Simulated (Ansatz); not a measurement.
Relaxation of Cl2H5SiSn (9 atoms, charge 0, multiplicity 2), to a largest force component of 0.03 eV/Å in at most 50 steps.

The calculation used UKS PBE-D4/def2-SVP in Ansatz.

```xyz
9
Properties=species:S:1:pos:R:3
Sn 0.020 0.034 -0.265
Cl 0.003 0.004 2.138
H 1.659 -0.084 -0.783
H -0.901 1.394 -0.783
Cl -1.104 -1.913 -1.004
Si 0.004 0.006 5.466
H -0.772 -1.202 5.906
H 1.434 -0.064 5.923
H -0.655 1.277 5.924
```

Task: Where does it end, and by what steps?

Result: It converged. After 13 steps the energy has fallen by 0.700 eV; Cl2 moved furthest, 1.12 Å. Parted: Sn1–Cl2 (2.40 → 3.58 Å). Joined: Cl2–Si6 (3.33 → 2.09 Å).

| step | energy less start (eV) | largest force component (eV/Å) | accepted |
| --- | --- | --- | --- |
| 0 | 0.0000 | 0.213 | yes |
| 1 | -0.0065 | 0.203 | yes |
| 2 | -0.0082 | 0.096 | yes |
| 3 | -0.0095 | 0.037 | yes |
| 4 | -0.0134 | 0.080 | yes |
| 5 | -0.0452 | 0.620 | yes |
| 6 | -0.1205 | 0.948 | yes |
| 7 | -0.2871 | 1.373 | yes |
| 8 | -0.5306 | 0.695 | yes |
| 9 | -0.6422 | 0.933 | yes |
| 10 | -0.6769 | 0.375 | yes |
| 11 | -0.6897 | 0.350 | yes |
| 12 | -0.6997 | 0.049 | yes |
| 13 | -0.6999 | 0.020 | yes |

```xyz
9
Properties=species:S:1:pos:R:3
Sn -0.020 -0.034 -0.319
Cl -0.014 -0.025 3.258
H 1.625 -0.064 -0.939
H -0.868 1.375 -0.939
Cl -1.095 -1.897 -1.381
Si 0.010 0.017 5.352
H -0.752 -1.168 5.862
H 1.435 -0.040 5.815
H -0.636 1.290 5.811
```

Whether the end is a true minimum wasn't checked by a vibrational analysis.

Run time: 32 s on 4 threads of Intel(R) Xeon(R) Platinum 8259CL CPU @ 2.50GHz (Skylake/Cascade Lake), on a shared host, peak memory 0.21 GiB.
